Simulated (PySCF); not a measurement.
Molecule: SMILES CCC1=C[C@H](Cl)C1, C$_{6}$H$_{9}$Cl.

Geometry (Å), atoms numbered from 1 in this order:
```xyz
16

C     2.102    0.067    0.672
C     1.320   -0.468   -0.530
C    -0.117   -0.113   -0.435
C    -0.976    0.587   -1.180
C    -2.140    0.316   -0.278
Cl   -2.864    1.752    0.492
C    -1.146   -0.465    0.617
H     3.160   -0.158    0.562
H     1.983    1.145    0.749
H     1.745   -0.389    1.592
H     1.729   -0.057   -1.454
H     1.420   -1.557   -0.564
H    -0.907    1.148   -2.092
H    -2.964   -0.262   -0.696
H    -0.985   -0.011    1.592
H    -1.366   -1.525    0.737
```

Frames of a GFN2-xTB Langevin trajectory at 600 K; GIAO PBE0/pcSseg-1 shieldings in PySCF, gas phase, non-relativistic; equivalent atoms averaged within each frame.

Referencing at the same level of theory: 13C (σ = 186.93 ppm), 1H (σ = 31.72 ppm) vs TMS; 35Cl (σ = 949.78 ppm) against HCl. The references are static minima.

How do the shifts (ppm) fluctuate along the trajectory?

Answers


```
         time (fs)     C3     C4    C5    C7    C2    C1  Cl6   H13   H14   H15
optimised geometry  163.1  139.1  56.9  45.1  28.8  14.7  159  6.02  4.67  2.67
               250  172.7  132.0  60.7  58.7  35.2  21.2  152  4.75  4.45  4.18
               425  158.2  143.2  53.6  44.7  22.9  22.6  159  6.39  3.82  3.35
               625  159.6  144.8  53.2  37.3  26.5  10.2  120  6.31  4.33  2.01
               800  162.0  148.0  52.2  50.6  33.4   9.4  155  7.01  4.67  3.38
              1000  173.8  132.9  63.4  49.2  17.3  22.0  201  6.31  4.94  2.16
    mean of frames  165.3  140.2  56.6  48.1  27.1  17.1  158  6.15  4.44  3.02
standard deviation    7.4    7.2   5.1   7.9   7.4   6.7   29  0.84  0.42  0.91
```

5 frames give an uncertainty of the mean of about the standard deviation over 2.2 at best, since frames this close in time may not be independent; classical motion lacks zero-point vibration, and the reference would need the same averaging.
